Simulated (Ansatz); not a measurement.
Born–Oppenheimer molecular dynamics of C$_{2}$H$_{7}$AlFNO$_{2}$ (14 atoms, charge 0, multiplicity 1). It goes on from the last frame of an earlier run, with new velocities.

Level of theory: RKS PBE0/STO-3G in Ansatz 0.2.0.

```json
{"ensemble": "NVE (velocity Verlet)", "time step": "0.5 fs", "steps asked": "250", "starting velocities drawn for": "1000 K", "masses": "H 10 u", "seed": "119494"}
```

First frame:

```xyz
14
Properties=species:S:1:pos:R:3
C -1.593 0.866 -0.334
O -0.297 0.952 0.249
C 0.261 -0.460 0.400
N -0.373 -1.561 -0.382
Al 2.118 0.000 0.057
O 2.872 1.355 -0.575
F 3.377 -0.987 0.350
H -2.466 0.761 0.272
H -1.796 0.049 -1.188
H -1.693 1.698 -0.930
H 0.026 -0.626 1.456
H 0.192 -2.410 -0.081
H -1.327 -1.711 0.116
H 2.319 2.154 -0.765
```

Q: How far do the bonds stretch over the last three quarters of this one trajectory? (Pairs bonded in most of those frames.)

A: 
| bond | mean (Å) | spread (Å) | shortest | longest |
| --- | --- | --- | --- | --- |
| C1–O2 | 1.481 | 0.038 | 1.41 | 1.54 |
| C1–H8 | 1.123 | 0.052 | 1.02 | 1.23 |
| C1–H9 | 1.117 | 0.059 | 1.01 | 1.24 |
| C1–H10 | 1.113 | 0.043 | 1.03 | 1.19 |
| O2–C3 | 1.479 | 0.054 | 1.39 | 1.60 |
| C3–N4 | 1.557 | 0.059 | 1.44 | 1.67 |
| C3–Al5 | 1.938 | 0.076 | 1.81 | 2.07 |
| C3–H11 | 1.128 | 0.041 | 1.06 | 1.21 |
| N4–H12 | 1.072 | 0.055 | 0.98 | 1.16 |
| N4–H13 | 1.061 | 0.025 | 1.02 | 1.11 |
| Al5–O6 | 1.698 | 0.024 | 1.65 | 1.74 |
| Al5–F7 | 1.628 | 0.020 | 1.59 | 1.66 |
| O6–H14 | 1.020 | 0.033 | 0.97 | 1.07 |

Mean temperature of the second half: 958 K. The conserved energy stayed within 0.07 meV per atom of its start (net change 0.034 meV per atom), so the integration is sound. A run of 0.12 ps of so small a system gives no equilibrium averages. Limits of this set-up: minimal basis.

The run took 29 min on 1 CPU thread of a shared host.
